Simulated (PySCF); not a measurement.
An unknown shows these calculated signals:

$^{1}$H NMR (300 MHz, computed): δ 7.81 (d, 1H), 7.15 (d, 1H), 4.82 (m, 1H), 3.32 (m, 1H), 2.08 (s, 3H), 1.68 (d, 3H).

$^{13}$C{$^{1}$H} NMR (computed): δ 153.8 (CH2), 114.3 (C), 82.7 (C), 66.4 (CH), 19.8 (CH3), 5.7 (CH3).

PySCF calculation with GFN2-xTB structure and NMR shieldings at PBE0/pcSseg-1/GIAO; single conformer, isolated molecule, non-relativistic Hamiltonian, averaged over atoms made equivalent by symmetry, fast rotation or ring inversion.

Referencing at the same level of theory: TMS for $^{1}$H (σref 31.72) and $^{13}$C (σref 186.93).

Which of these does the molecule contain: a nitrile, a Si–H bond, a heteroaromatic ring, a methoxy group, a C≡C triple bond?

## Answers


- A nitrile: no.
- A Si–H bond: yes (δH 4.82 (m)).
- A heteroaromatic ring: no.
- A methoxy group: no.
- A C≡C triple bond: yes (δC 82.7, 114.3).

The data belong to SMILES C=N[C@@H](C)[Si@H](F)C#CC, C₆H₁₀FNSi; they needn't prove each group on their own.

Carbon signals by region: 2 in the sp2 and nitrile region (100–160 ppm), 2 at 50–100 ppm, 2 below 50 ppm.

Splittings by $^{19}$F in the carbon and heteronuclear signals aren't shown, as no couplings were computed. Shifts are as computed. Against solution values, carbons near 30 ppm lie about +3 ppm off and those near 130 ppm about +5 ppm. Of 1309 compounds with measured shifts, 239 miss one by over three times the rms of a fit or turn the order of signals round; such compounds aren't used in these exercises. Multiplicities follow the n + 1 count of equivalent neighbours, as no J values were calculated; m marks all less simple cases, F and P coupling included.
